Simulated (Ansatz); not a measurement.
Relaxation of CH₇BClN (11 atoms, charge 0, multiplicity 1), to a largest force component of 0.03 eV/Å in at most 50 steps.

All numbers below come from RKS BLYP-D4/6-31G* (Ansatz 0.2.0).

```xyz
11
Properties=species:S:1:pos:R:3
B -0.021 0.130 0.204
N -0.084 0.335 1.675
H -0.954 0.482 2.188
H 0.750 0.520 2.233
H 1.090 0.095 -0.257
C -1.354 0.037 -0.641
H -1.901 -0.899 -0.422
H -2.048 0.871 -0.409
H -1.161 0.049 -1.729
Cl 0.242 -2.912 0.562
H 0.105 -1.896 1.433
```

Where does it end, and by what steps?

The forces met the threshold. The force dipped under the threshold on the way, but the program's further checks kept it going. After 22 steps the energy has fallen by 0.286 eV; Cl10 moved furthest, 1.30 Å.

```tsv
step	energy less start (eV)	largest force component (eV/Å)	accepted
0	0.0000	1.829	yes
1	-0.1059	1.074	yes
2	-0.1660	0.590	yes
3	-0.2051	0.553	yes
4	-0.2278	0.421	yes
5	-0.2356	0.414	yes
6	-0.2448	0.085	yes
7	-0.2562	0.170	yes
8	-0.2401	0.700	no
9	-0.2651	0.063	yes
10	-0.2700	0.224	yes
11	-0.2705	0.412	yes
12	-0.2784	0.146	yes
13	-0.2749	0.509	no
14	-0.2817	0.049	yes
15	-0.2844	0.046	yes
16	-0.2848	0.039	yes
17	-0.2836	0.205	no
18	-0.2843	0.108	no
19	-0.2855	0.020	yes
20	-0.2859	0.070	yes
21	-0.2859	0.090	no
22	-0.2865	0.015	yes
```

```xyz
11
Properties=species:S:1:pos:R:3
B -0.010 0.213 0.051
N 0.028 0.150 1.472
H -0.814 0.239 2.045
H 0.885 0.299 2.006
H 1.055 0.265 -0.509
C -1.373 0.158 -0.738
H -1.398 -0.739 -1.386
H -2.275 0.138 -0.101
H -1.459 1.020 -1.426
Cl -0.012 -3.122 1.819
H 0.038 -1.809 1.602
```

Run time: 49 s on 1 thread of AMD EPYC 7B13 (Zen 3), on a shared host, peak memory 0.16 GiB.
